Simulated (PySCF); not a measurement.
methoxyethene (C3H6O), SMILES O(C)C=C.

The structure is a stationary point at B3LYP-D3(BJ)/def2-SVP. Other conformers were not sampled.

Two levels are set side by side: TDDFT-PBE/def2-SVPD (PySCF) and TDDFT-LC-ωPBE/def2-SVPD (PySCF). Vertical, same geometry. The lowest singlet is HOMO→LUMO+1 100 % with PBE and HOMO→LUMO+1 96 % with the other functional; states are paired by order. Differences are taken from unrounded values.

```tsv
quantity	TDDFT-LC-ωPBE	TDDFT-PBE	TDDFT-PBE minus TDDFT-LC-ωPBE
lowest singlet excitation (eV)	6.82	5.54	-1.28
lowest triplet excitation (TDA) (eV)	3.94	4.11	0.17
first bright state (f over 0.05) (eV)	6.82	6.26	-0.56
its oscillator strength	0.41	0.33	-0.08
```

A lower first singlet is the usual sign of a functional without exact exchange. Differences between two approximate levels are no errors against the true value.

Rough cost on one machine, each run with all the roots and properties that it gave: TDDFT-LC-ωPBE against TDDFT-PBE about 4 times.
